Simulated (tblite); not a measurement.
Species: C3H7BrSi.
Bonds: C1–C2 (double), C2–Br3, C2–C4, C4–Si5. Hydrogens: H6, H7 on C1; H8, H9 on C4; H10, H11, H12 on Si5.

Computed with GFN2-xTB (tblite), gas phase: L-BFGS steps from a force-field or distance-geometry start until the largest atomic force falls under 0.01 eV/Å.

Step 31: E = -429.1920 eV
```
atom  x, y, z in Å  |  force x, y, z in eV/Å
C1      1.9078    0.8055    0.3352   -0.024  -0.020   0.005
C2      0.7559    0.2625    0.6842   -0.083   0.027   0.052
Br3    -0.1578    0.9680    2.2281    0.014  -0.043  -0.031
C4      0.0118   -0.8237    0.0081    0.024  -0.015   0.056
Si5    -1.6432   -0.2050   -0.7654    0.069  -0.012   0.023
H6      2.3533    1.6134    0.8892    0.007  -0.015  -0.026
H7      2.4490    0.4449   -0.5229   -0.007  -0.009  -0.013
H8     -0.2315   -1.6003    0.7385    0.047   0.032  -0.029
H9      0.6547   -1.2767   -0.7481   -0.014   0.032   0.002
H10    -2.7396   -0.8810   -0.0764   -0.022   0.006   0.004
H11    -1.7510    1.2420   -0.6121    0.001   0.038  -0.009
H12    -1.6081   -0.5503   -2.1845   -0.011  -0.020  -0.034
```

Step 32: E = -429.1929 eV
```
atom  x, y, z in Å  |  force x, y, z in eV/Å
C1      1.8982    0.8117    0.3313   -0.014  -0.045   0.021
C2      0.7542    0.2564    0.6887   -0.065   0.059   0.042
Br3    -0.1572    0.9534    2.2394    0.026  -0.054  -0.046
C4      0.0115   -0.8300    0.0104    0.052   0.009   0.062
Si5    -1.6380   -0.2009   -0.7660    0.078  -0.023   0.022
H6      2.3468    1.6181    0.8865   -0.019  -0.027  -0.038
H7      2.4361    0.4564   -0.5320   -0.020  -0.002   0.001
H8     -0.2319   -1.6074    0.7391    0.030   0.026  -0.021
H9      0.6569   -1.2824   -0.7441   -0.020   0.038  -0.005
H10    -2.7385   -0.8652   -0.0738   -0.036   0.009   0.015
H11    -1.7290    1.2487   -0.6240   -0.003   0.028  -0.008
H12    -1.6079   -0.5594   -2.1816   -0.009  -0.017  -0.045
```

**Question.** Estimate the geometry and energy of step 33. (The exact step hangs on the optimiser's Hessian estimate; all steps are aligned on step 32, rigid shifts and turns removed.)

**Answer.** E = -429.1939 eV, largest force 0.086 eV/Å
```
atom  x, y, z in Å  |  force x, y, z in eV/Å
C1      1.8867    0.8179    0.3274    0.005  -0.062   0.033
C2      0.7513    0.2506    0.6949   -0.023   0.077   0.015
Br3    -0.1562    0.9361    2.2517    0.027  -0.055  -0.040
C4      0.0121   -0.8367    0.0140    0.063   0.038   0.045
Si5    -1.6308   -0.1965   -0.7662    0.060  -0.028   0.009
H6      2.3395    1.6228    0.8824   -0.044  -0.032  -0.043
H7      2.4197    0.4690   -0.5423   -0.035   0.000   0.018
H8     -0.2316   -1.6155    0.7391    0.008   0.007   0.004
H9      0.6593   -1.2877   -0.7397   -0.016   0.044  -0.013
H10    -2.7377   -0.8473   -0.0708   -0.034   0.022   0.021
H11    -1.7034    1.2569   -0.6381   -0.005  -0.001  -0.007
H12    -1.6078   -0.5703   -2.1784   -0.005  -0.010  -0.039
```

The energy changes by -0.0010 eV. The first-order estimate −F·Δx gives -0.0014 eV and the mean of the old and new forces, exact on a quadratic surface, -0.0010 eV. The step makes an angle of 83° with the force vector and moves no atom by more than 0.030 Å.

The cost below is that of the whole relaxation. Hardware: an Arm Neoverse N1 with one thread (shared host). Cost: 0.77 s of wall time.
